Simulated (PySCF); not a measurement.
Method: PBE0-D3(BJ)/def2-TZVP run with PySCF. All species are isolated molecules in the gas phase. 

Reference species (SMILES): `Br[B]Br` (neutral, multiplicity 2).

| Item | Result |
|---|---|
| highest occupied spin orbital | -6.32 eV |
| dipole moment | 0.42 D |

Changed species: `[SiH3][B][SiH3]` (radical fragment; the reference has radical fragment).

**Question.** Give the shifts of the highest occupied spin orbital and dipole moment.

**Answer.** the highest occupied spin orbital rises by 0.63 eV, to -5.69 eV; the dipole moment drops by 0.21 D, to 0.21 D.
